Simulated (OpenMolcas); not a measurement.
Ag4+ (d7) among equal point charges was computed by CASSCF with the d shell active (OpenMolcas, ANO-RCC-VTZP on the metal). Its lowest spin-free states, and all those of the highest spin:

```json
{"2S+1": "4", "Degeneracy": "1", "E (cm-1)": "0.0"}
{"2S+1": "4", "Degeneracy": "3", "E (cm-1)": "941.4"}
{"2S+1": "4", "Degeneracy": "3", "E (cm-1)": "1690"}
{"2S+1": "4", "Degeneracy": "3", "E (cm-1)": "17554"}
{"2S+1": "2", "Degeneracy": "2", "E (cm-1)": "18637"}
{"2S+1": "2", "Degeneracy": "3", "E (cm-1)": "18693"}
{"2S+1": "2", "Degeneracy": "1", "E (cm-1)": "18712"}
{"2S+1": "2", "Degeneracy": "3", "E (cm-1)": "18998"}
{"2S+1": "2", "Degeneracy": "3", "E (cm-1)": "23787"}
{"2S+1": "2", "Degeneracy": "3", "E (cm-1)": "24130"}
{"2S+1": "2", "Degeneracy": "2", "E (cm-1)": "24565"}
{"2S+1": "2", "Degeneracy": "3", "E (cm-1)": "24592"}
```

**Question.** Is the site octahedral, tetrahedral or cube-like, axial, or of lower symmetry?

**Answer.** The states with 2S+1 = 4 have orbital degeneracies 1, 3, 3, 3. Threefold states need a cubic site. For d7 at this spin an octahedron puts the threefold T1 below the threefold T2 and a tetrahedron or cube puts the single A2 below the threefold T2, so the site is a tetrahedron or a cube, which this pattern cannot tell apart. The first gap at this spin, 941 cm-1, is |10Dq| in ligand-field theory. The run had Ag4+ among 4 point charges of -1.5 e arranged as a tetrahedron (Td), 2.2 Å from the ion.

Spin-orbit coupling mixes the spin-free states strongly: the lowest level takes only 47 % from its leading state, 4A2. Without dynamic correlation the repulsion within the d shell is too large (B by tens of per cent), so at a given field states of lower spin stand too high. The ground term spreads over less than 5000 cm-1, several times less than with real ligands, so orbital moments are less quenched and χT lies further from the spin-only value than at real sites. This is an electrostatic model: the charges have no orbitals. No measured value stands beside these numbers.
